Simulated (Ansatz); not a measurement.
`[OH][GeH]([OH])[OH]` + `[CH3]`• → `[OH][Ge]([OH])[OH]`• + CH₄  (hydrogen abstraction from a Ge–H bond)

Calculated with Ansatz (gas phase, PBE0-D4/def2-TZVP geometries, no zero-point term in ΔE). CCSD(T)/CBS is the MP2 limit (def2-TZVPP, def2-QZVPP) plus CCSD(T) − MP2 in def2-TZVPP, frozen cores. This one scheme is used for every species. DFT in def2-TZVPP. No spin–orbit coupling; open shells (•) take unrestricted orbitals. For Ge outer-core shells are correlated without core-valence functions, which leaves a few kJ/mol of doubt a bond. Scalar relativity is left out up to krypton. Each species was taken in one conformer, which may not be the lowest.

`[OH][GeH]([OH])[OH]`:

Z-matrix (Å, degrees):
```
Ge
O 1 1.772
O 1 1.761 2 102.9
O 1 1.765 2 110.8 3 -118.2
H 1 1.526 2 114.0 3 122.3
H 2 0.960 1 113.5 3 162.6
H 3 0.961 1 110.8 2 -2.2
H 4 0.961 1 112.5 2 74.5
```

`[CH3]`•:

Cartesian coordinates in Å:
```
C 0.000 0.000 0.000
H 0.375 0.114 1.007
H -1.020 0.270 -0.230
H 0.645 -0.385 -0.776
```

`[OH][Ge]([OH])[OH]`•:

```xyz
7

O     1.050   -0.410   -1.208
Ge   -0.412    0.072   -0.321
O    -0.717   -1.196    0.888
O     0.001    1.548    0.581
H     1.005   -1.315   -1.533
H    -1.337   -0.917    1.568
H     0.410    2.218    0.025
```

CH₄:

Z-matrix (Å, degrees):
```
C
H 1 1.090
H 1 1.090 2 109.5
H 1 1.090 2 109.5 3 -120.0
H 1 1.090 2 109.5 3 120.0
```

| species | PBE energy (Eh) |
| --- | --- |
| `[OH][GeH]([OH])[OH]` | -2304.71534 |
| `[CH3]`• | -39.78899 |
| `[OH][Ge]([OH])[OH]`• | -2304.08610 |
| CH₄ | -40.46430 |

Problem. Work out ΔE.

Solution. ΔE = (-2304.08610) + (-40.46430) − (-2304.71534) − (-39.78899) = -0.04607 Eh = -1.25 eV. CCSD(T)/CBS gives -0.89 eV.

Largest T1 diagnostic among the species: 0.015.

In def2-TZVPP, CCSD(T) changes the Hartree–Fock value by −0.37 eV (the triples alone add −0.06 eV) and MP2 by −0.43 eV. Leaving LDA and LC-ωPBE aside and taking each functional with its dispersion term where it has one, the values, not all of them listed here, spread over 0.37 eV, from PBE-D4 to BHLYP-D4. LDA lies −0.11 eV from PBE without D4. From BLYP to BHLYP (50 % exact exchange), in def2-TZVPP and without D4, ΔE moves by +0.37 eV.
